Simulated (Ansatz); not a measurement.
Consider the ligand exchange at the Si–N bond: `CN([SiH2]O)[SiH2]Cl` + `S[SiH](Cl)Cl` → `O[SiH2]S[SiH](Cl)Cl` + `CN[SiH2]Cl`.

Program: Ansatz. Geometries: PBE0-D4/def2-TZVP. ΔE: electronic, gas phase. CBS: MP2 limit from def2 TZ/QZ plus the TZ coupled-cluster correction, frozen cores. Functionals use def2-TZVPP. One conformer a species, not always the lowest.

`CN([SiH2]O)[SiH2]Cl`:

Cartesian coordinates in Å:
```
C 0.274 0.726 -1.572
N 0.051 -0.081 -0.372
Si 1.341 -0.171 0.784
O 0.719 -0.515 2.262
Si -1.510 -0.663 0.000
Cl -2.532 0.603 1.294
H 0.474 1.774 -1.327
H -0.603 0.695 -2.223
H 1.120 0.346 -2.153
H 2.289 -1.274 0.499
H 2.056 1.134 0.730
H 0.078 0.097 2.632
H -2.308 -0.708 -1.246
H -1.451 -1.964 0.694
```

`S[SiH](Cl)Cl`:

```xyz
6

S    -0.622    0.545    1.513
Si    0.330   -0.008   -0.292
Cl    2.327    0.049    0.096
Cl   -0.212   -1.882   -0.896
H    -1.853    0.392    0.990
H     0.029    0.903   -1.411
```

`O[SiH2]S[SiH](Cl)Cl`:

Cartesian coordinates in Å:
```
O -1.173 -1.800 -0.896
Si -0.990 -1.036 0.536
S 1.072 -0.622 1.009
Si 1.163 1.246 0.047
Cl 0.546 1.103 -1.914
Cl 3.096 1.881 0.079
H -0.850 -1.344 -1.677
H -1.706 0.266 0.570
H -1.469 -1.965 1.576
H 0.312 2.273 0.670
```

`CN[SiH2]Cl`:

```xyz
10

C    -1.175    0.776   -0.097
N     0.062    0.391    0.554
Si    1.002   -0.941    0.081
Cl    1.942   -0.734   -1.757
H    -1.024    1.463   -0.938
H    -1.858    1.247    0.615
H    -1.675   -0.115   -0.484
H     0.531    1.155    1.015
H     2.075   -1.124    1.082
H     0.120   -2.119   -0.070
```

(1) Is it downhill or uphill in electronic energy at CCSD(T)/CBS, and by how much? (An estimate is asked.)

(2) What do these levels give: r2SCAN-D4, PBE0-D4, ωB97X-V, ωB97M-V, PBE, r2SCAN, PBE0, MP2/def2-TZVPP, CCSD/def2-TZVPP, CCSD(T)/def2-TZVPP, MP2/def2-QZVPP, SCS-MP2/def2-QZVPP? (Estimate.)

Largest T1 diagnostic among the species: 0.011.

Results:

(1) Ansatz gave: Downhill: ΔE = -0.14 eV.

(2) Computed: r2SCAN-D4 -0.19, PBE0-D4 -0.22, ωB97X-V -0.14, ωB97M-V -0.14, PBE -0.26, r2SCAN -0.19, PBE0 -0.23, MP2/def2-TZVPP -0.13, CCSD/def2-TZVPP -0.08, CCSD(T)/def2-TZVPP -0.10, MP2/def2-QZVPP -0.16, SCS-MP2/def2-QZVPP -0.12 eV.
